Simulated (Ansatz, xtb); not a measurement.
## Relative energy of two isomers of C4H11GeP

Structure I is `[PH2][GeH]1[CH2]CC[CH2]1`, a singlet and structure II is `C=CC[CH2][GeH2][PH2]`, a singlet. Both are isolated molecules in the gas phase, relaxed with r2SCAN-D4/def2-SVP, each in the lowest conformer that the search found.

Quicker runs give these differences E(II) − E(I): GFN2-xTB +92.6 kJ/mol; HF/STO-3G +204.8 kJ/mol (at GFN2-xTB geometries); r2SCAN-D4/def2-SVP//GFN2-xTB +105.5 kJ/mol.

Q: Estimate E(II) − E(I) at the level CCSD(T)/def2-SVP + ΔMP2/def2-TZVPP.

A: Calculated at CCSD(T)/def2-SVP + ΔMP2/def2-TZVPP: E(II) − E(I) = +93.9 kJ/mol, so structure I lies lower.

Level by level:

| level | geometry | E(II) − E(I) (kJ/mol) | departure from the last row (kJ/mol) | job, with rough time for the two |
| --- | --- | --- | --- | --- |
| GFN2-xTB | GFN2-xTB | +92.6 | −1.3 | optimisation, 0.23 s |
| HF/STO-3G | GFN2-xTB | +204.8 | +110.9 | single point, 0.38 s |
| r2SCAN-D4/def2-SVP//GFN2-xTB | GFN2-xTB | +105.5 | +11.7 | single point, 2.4 s |
| r2SCAN-D4/def2-SVP | r2SCAN-D4/def2-SVP | +101.9 | +8.0 | optimisation, 35 s |
| HF/def2-SVP | r2SCAN-D4/def2-SVP | +72.1 | −21.8 | part of the CCSD(T) run |
| MP2/def2-SVP | r2SCAN-D4/def2-SVP | +100.7 | +6.8 | part of the CCSD(T) run |
| CCSD(T)/def2-SVP | r2SCAN-D4/def2-SVP | +86.0 | −7.9 | single point |
| CCSD(T)/def2-SVP + ΔMP2/def2-TZVPP | r2SCAN-D4/def2-SVP | +93.9 |  | single point, 38 s |

As drawn, II has 1 C=C, 1 Ge–H in place of 1 C–Ge, 1 C–C, 1 C–H. Structure I has a 5-membered ring, II no ring.

The levels shown agree on the order. The largest departure from CCSD(T)/def2-SVP + ΔMP2/def2-TZVPP is that of HF/STO-3G, 110.9 kJ/mol. The last row adds to CCSD(T) the change of the MP2 difference between the two basis sets, here +7.9 kJ/mol.

With thermal terms from frequencies at re-optimised GFN2-xTB minima (ideal gas, soft modes damped towards free rotors, one conformer each, 298.15 K, 1 atm): on the last row, ΔE + ΔZPE = +78.5, ΔH = +82.4, ΔG = +72.1 kJ/mol.

The correlated steps freeze 18 core orbitals; the filled d shell of Ge is correlated, in a basis made for valence electrons. Codes used: Ansatz 0.2.0, xtb 6.7.1; the last row on 4 threads of Intel(R) Xeon(R) 6975P-C (Granite Rapids) on a shared host.
